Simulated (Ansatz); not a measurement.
## Worked example: SbHF2 + C2H → SbHF + C2HF

Species: SbHF2 `[F][SbH][F]`, singlet; C2H `[C]#C`, doublet; SbHF `[F][SbH]`, doublet; C2HF (fluoroacetylene) `C#CF`, singlet. A radical takes F: the energy is the difference in strength between the Sb–F bond broken and the C–F bond made.

Shapes, held fixed at every level: PBE0-D4/def2-TZVP. Programs: Ansatz 0.2.0. The zero-point and thermal change to 298 K, harmonic and unscaled (PBE0-D4/def2-TZVP), is +4.9 kJ/mol.

At B2PLYP/def2-TZVPP; 1 Eh = 2625.50 kJ/mol:

```
species  energy (Eh)
  SbHF2  -440.369007
    C2H   -76.570478
   SbHF  -340.477969
   C2HF  -176.501587
```

Task: Work out ΔH(298 K) of the reaction at this level.

Result: 
1. Products less reactants: (-340.477969) + (-176.501587) − [(-440.369007) + (-76.570478)] = -0.040071 Eh = -105.2 kJ/mol.
2. With the thermal change: -105.2 + (+4.9) = -100.3 kJ/mol.

Other levels give -140.5 (SPW92/def2-TZVPP) to -53.7 kJ/mol (HF/def2-TZVPP). No measured value is set beside it here. Spin contamination: C2H (⟨S²⟩ up to 1.11). Open shells run unrestricted. For atoms past krypton def2 sets carry core potentials with scalar relativity. Outer-core shells of Sb are correlated, in sets that cover them unevenly.
